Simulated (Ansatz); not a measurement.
Input file for C2H3Cl2Si, SMILES `[CH]=C[SiH](Cl)Cl` radical:

```yaml
crystal:
  periodic: [false, false, false]
  atoms:
    - {symbol: C, position_ang: [-0.467204, 1.549841, 0.659263]}
    - {symbol: C, position_ang: [-0.193615, 0.279140, 0.737886]}
    - {symbol: Si, position_ang: [0.301599, -0.635846, -0.791093]}
    - {symbol: Cl, position_ang: [-1.013128, -2.166627, -1.130880]}
    - {symbol: Cl, position_ang: [2.164150, -1.443534, -0.534591]}
    - {symbol: H, position_ang: [-0.772548, 2.376448, 1.285646]}
    - {symbol: H, position_ang: [-0.249630, -0.262110, 1.689032]}
    - {symbol: H, position_ang: [0.322478, 0.245591, -1.971064]}
basis:
  gaussian: {orbitals: def2-SVP}
magnetization: {spin_polarized: true, initial_magnetization: 1}
correlation: {method: ccsd_t}
scf: {omitted_lower_state_checks: [cluster_reference]}
```

```sh
$ ansatz run in.yaml --threads 4 --pin off --events-out ev --progress --plain
```

Log, shortened:

```
Functional definition: HF
931 factors; integrals over basis functions are off by at most 1.2e-3 eV
mean field evaluation 1: about -34964.2059 eV, gradient 1.8e1 eV
mean field evaluation 2: about -34964.2113 eV, gradient 1.8e1 eV
mean field evaluation 4: about -34966.5963 eV, gradient 2.5e0 eV
mean field evaluation 8: about -34966.7489 eV, gradient 5.5e-1 eV
mean field -34966.79860539 eV, -1285.0061474006 hartree, gradient 2.4e-6 eV, S^2 0.928663; 0 other end points of the search recorded, 0 dependent functions left out
17 core orbitals not correlated: weight in the atoms' cores, before any rotation towards them, 1.000 or more for the frozen orbitals, at most 0.000 for the correlated occupied ones
reference -34966.79860539 eV, -1285.0061474006 hartree; 15, 14 occupied and 65, 66 virtual orbitals, 931 factors
second order -15.68889015 eV of doubles, -0.00000000 eV of singles
cycle   1  -16.73827004 eV  change    -1.0e0 eV  update   9.9e-2
cycle   2  -17.22089866 eV  change   -4.8e-1 eV  update   4.2e-2
cycle   3  -17.35964367 eV  change   -1.4e-1 eV  update   2.8e-2
cycle   4  -17.38888783 eV  change   -2.9e-2 eV  update   1.6e-2
cycle   5  -17.39337394 eV  change   -4.5e-3 eV  update   5.7e-3
cycle   6  -17.39623635 eV  change   -2.9e-3 eV  update   2.3e-3
cycle   7  -17.39758480 eV  change   -1.3e-3 eV  update   1.0e-3
cycle   8  -17.39763974 eV  change   -5.5e-5 eV  update   5.0e-4
cycle   9  -17.39765064 eV  change   -1.1e-5 eV  update   2.5e-4
cycle  10  -17.39777535 eV  change   -1.2e-4 eV  update   9.2e-5
cycle  11  -17.39781081 eV  change   -3.5e-5 eV  update   3.2e-5
cycle  12  -17.39782685 eV  change   -1.6e-5 eV  update   1.2e-5
perturbative correction -0.50840697 eV, -0.0186836115 hartree
Total energy: -34984.70483921 eV, -1285.6641893561 hartree
Checks for a lower state left out: cluster_reference
```

Hardware: 4 threads of a server CPU on a shared host. Wall time 9 s, peak host memory 0.69 GiB.

The correlation energy is -17.906 eV, 2.8 % of it from (T); the T1 diagnostic reads 0.0264.
